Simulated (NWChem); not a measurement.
# CCl3F; SMILES ClC(Cl)(F)Cl

B3LYP is NWChem's, with the RPA form of VWN correlation.

Problem. Give the equilibrium geometry at B3LYP/6-31G* (spherical d) (NWChem) as an XYZ file, with the point group.

Solution. point group C3v; any orientation.
```
5

F      0.0000     0.0000     1.5891
C      0.0000     0.0000     0.2517
Cl     1.3346    -1.0499    -0.3095
Cl    -1.5765    -0.6308    -0.3095
Cl     0.2419     1.6807    -0.3095
```
